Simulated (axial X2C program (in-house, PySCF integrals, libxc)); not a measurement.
CaCl: from the spin-free to the two-component result

Computed with an axial X2C code built on PySCF integrals. Spin-free means the one-electron spin-free X2C Hamiltonian; two-component (2c) means X2C with spin–orbit coupling and atomic mean-field two-electron Coulomb and Gaunt terms, so the difference of the two also holds small scalar two-electron terms. Basis: Ca dyall-cv3z [11s12p6d4f], Cl dyall-av3z [9s8p3d2f] (cores contracted in-house); Gaussian nuclei, density fitting, unrestricted open shells. Masses: Ca 39.963 u, Cl 34.969 u.

Spin-free state: M_S = 1/2, Λ = 0 (beyond evenly filled blocks: σα); fragments Ca + Cl.

| level | Re (Å) | ωe (cm⁻¹) | De (eV) | μ (D) |
| --- | --- | --- | --- | --- |
| PBE0 | 2.427 | 371.3 | 4.369 | -3.87 |
| HF | 2.501 | 355.7 | 3.663 | -4.05 |
| MP2 | 2.502 | 351.4 | 4.419 | n/a |
| CCSD | 2.500 | 352.7 | 4.000 | n/a |
| CCSD(T) | 2.502 | 351.1 | 4.094 | n/a |
| BHandHLYP | 2.452 | 366.4 | 4.067 | -4.33 |

Correlated methods: 9 electrons correlated (number of frozen shells: Ca 3 s, 2 p; Cl 2 s, 1 p), 249 virtual spin orbitals or spinors in MP2, 90 natural virtuals in coupled cluster.

Dipoles are positive if Cl is the positive end.

Two-component determinant lowest at the distance of the search:

Ω = 1/2 (⟨Sz⟩ = 0.50, ⟨Lz⟩ = 0.00 at HF); fragments Ca + Cl.

```tsv
level	Re (Å)	ωe (cm⁻¹)	De (eV)	μ (D)
PBE0	2.427	371.3	4.364	-3.87
HF	2.501	355.6	3.601	-4.05
MP2	2.502	351.3	4.381	n/a
CCSD	2.500	352.6	3.964	n/a
CCSD(T)	2.502	351.1	4.059	n/a
BHandHLYP	2.452	366.3	4.046	-4.33
```

Question: From the two tables, how do the constants change at the CCSD(T) level (2c against spin-free)?

Answer: At the CCSD(T) level Re is unchanged within 0.001 Å and ωe stays the same within 0.2 cm⁻¹; De changes by -0.035 eV.

Occupations by symmetry block were frozen at the best pattern of an incomplete PBE0 search. Dissociation energies refer to the lowest single-determinant-based atoms at the same level and basis. Density functionals use the spin component along the axis (collinear). Coupled cluster ran in a truncated set of natural virtual spinors; the MP2 energy of the rest was added. (T) has no such correction and the atoms are truncated less, which lowers De at CCSD(T) by a hundredth of an eV or more. A 2c atom that is not at its ground J level misses part of its spin–orbit lowering, and De is too large by that part (0.04 eV or less for light atoms). This holds for PBE0, BHandHLYP. Without a current term, density functionals place determinants with orbital angular momentum somewhat too high. The outer-core s and p shells of the metal are frozen in the correlated rows, which leaves out core–valence correlation; for alkali and alkaline-earth bonds that tends to lengthen them.
